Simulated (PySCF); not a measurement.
# Polarisability and C₆ of Xe (xenon, neutral)

[Xe], closed-shell 1S. All numbers are calculated (PySCF 2.14, a scalar-relativistic core potential, in aug-cc-pVTZ-PP with ECP28MDF). Coupled (time-dependent) response in atomic units; α is the mean over directions.

| method | mean α (bohr³) | C₆ (like pair) | S(−4) |
| --- | --- | --- | --- |
| UHF | 26.58 | 277.6 | 115.5 |
| PBE | 28.63 | 303.5 | 145.2 |
| PBE0 | 27.64 | 290.8 | 130.4 |
| r2SCAN0 | 27.20 | 291.2 | 118.9 |
| wB97M-V | 27.63 | 287.6 | 134.1 |

S(−4) is the Cauchy moment in α(ω) = α(0) + S(−4) ω² + …

Reference α: 27.32 ± 0.2 bohr³ (recommended; Schwerdtfeger and Nagle, table of static dipole polarizabilities (2023 update)). Published C₆: 302.0 (Gould and Bucko (2016)).

α(iu) at PBE:

| u (hartree) | α(iu) (bohr³) |
| --- | --- |
| 0 | 28.63 |
| 0.0500 | 28.27 |
| 0.100 | 27.27 |
| 0.200 | 24.02 |
| 0.300 | 20.26 |
| 0.500 | 13.94 |
| 0.750 | 9.009 |
| 1.00 | 6.198 |
| 1.50 | 3.432 |
| 2.00 | 2.196 |
| 3.00 | 1.146 |
| 5.00 | 0.4860 |

A single London oscillator, α(iu) = α/(1 + u²/ω²), gives C₆ = (3/4) ω α². Matching the computed C₆ needs ω = 4 × 303.5 / (3 × 28.63²) = 0.494 hartree.

Energies and moments cover only the electrons outside the core potential.
